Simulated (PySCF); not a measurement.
# Spinor energies of Zr²⁺ (zirconium, charge +2)

Start: [Kr] 4d1 5p1; 4d5/2 filled at m_j = +5/2; 5p3/2 filled at m_j = +3/2. Calculated with PySCF 2.14 in x2c-TZVPall-2c: generalised Hartree-Fock with the X2C-1e Hamiltonian and a Gaussian nucleus; one run each with spin-orbit coupling (SO) switched off, then screened by Boettger's factors. This is a chosen level, not necessarily the ground level.

```json
{"spinor shell": "1s1/2", "electrons": "2", "ε, spin-free (eV)": "-18117.7", "ε, screened SO (eV)": "-18116.9", "weight of nominal j (screened SO)": "1.000", "rms radius, screened SO (bohr)": "0.0426"}
{"spinor shell": "2s1/2", "electrons": "2", "ε, spin-free (eV)": "-2599.5", "ε, screened SO (eV)": "-2599.3", "weight of nominal j (screened SO)": "1.000", "rms radius, screened SO (bohr)": "0.176"}
{"spinor shell": "2p1/2", "electrons": "2", "ε, spin-free (eV)": "-2314.1", "ε, screened SO (eV)": "-2373.3", "weight of nominal j (screened SO)": "1.000", "rms radius, screened SO (bohr)": "0.154"}
{"spinor shell": "2p3/2", "electrons": "4", "ε, spin-free (eV)": "-2314.1", "ε, screened SO (eV)": "-2286.3", "weight of nominal j (screened SO)": "1.000", "rms radius, screened SO (bohr)": "0.158"}
{"spinor shell": "3s1/2", "electrons": "2", "ε, spin-free (eV)": "-473.82", "ε, screened SO (eV)": "-473.82", "weight of nominal j (screened SO)": "1.000", "rms radius, screened SO (bohr)": "0.488"}
{"spinor shell": "3p1/2", "electrons": "2", "ε, spin-free (eV)": "-378.17", "ε, screened SO (eV)": "-388.03", "weight of nominal j (screened SO)": "1.000", "rms radius, screened SO (bohr)": "0.489"}
{"spinor shell": "3p3/2", "electrons": "4", "ε, spin-free (eV)": "-378.17", "ε, screened SO (eV)": "-373.58", "weight of nominal j (screened SO)": "1.000", "rms radius, screened SO (bohr)": "0.499"}
{"spinor shell": "3d3/2", "electrons": "4", "ε, spin-free (eV)": "-220.92", "ε, screened SO (eV)": "-222.42", "weight of nominal j (screened SO)": "0.997", "rms radius, screened SO (bohr)": "0.493"}
{"spinor shell": "3d5/2", "electrons": "6", "ε, spin-free (eV)": "-220.92", "ε, screened SO (eV)": "-219.97", "weight of nominal j (screened SO)": "0.998", "rms radius, screened SO (bohr)": "0.497"}
{"spinor shell": "4s1/2", "electrons": "2", "ε, spin-free (eV)": "-87.321", "ε, screened SO (eV)": "-87.359", "weight of nominal j (screened SO)": "1.000", "rms radius, screened SO (bohr)": "1.29"}
{"spinor shell": "4p3/2", "electrons": "4", "ε, spin-free (eV)": "-59.520", "ε, screened SO (eV)": "-59.067", "weight of nominal j (screened SO)": "0.954", "rms radius, screened SO (bohr)": "1.45"}
{"spinor shell": "4p1/2", "electrons": "2", "ε, spin-free (eV)": "-59.520", "ε, screened SO (eV)": "-60.631", "weight of nominal j (screened SO)": "0.909", "rms radius, screened SO (bohr)": "1.42"}
{"spinor shell": "4d5/2", "electrons": "1", "ε, spin-free (eV)": "-26.310", "ε, screened SO (eV)": "-26.264", "weight of nominal j (screened SO)": "1.000", "rms radius, screened SO (bohr)": "2.10"}
{"spinor shell": "5p3/2", "electrons": "1", "ε, spin-free (eV)": "-15.762", "ε, screened SO (eV)": "-15.692", "weight of nominal j (screened SO)": "1.000", "rms radius, screened SO (bohr)": "3.98"}
```

```csv
quantity,spin-free,screened SO
E (hartree),-3595.11762,-3595.45959
M_J,4,4
⟨J²⟩,20.005,20.005
⟨L²⟩,12.004,12.011
⟨S²⟩,2.001,2.007
```

Each row is a mean over spinors that exchange with the open shell spreads, by up to 3.958 eV (4p3/2).

Breit and QED terms are absent; they matter most for the inner s and p1/2 levels.

Densities and radii are taken from the X2C orbitals without a picture-change correction, which distorts them close to the nucleus.

Without spin-orbit coupling the j labels of p, d and f shells carry no meaning; the spin-free column gives the mean over the occupied spinors of each nl shell.
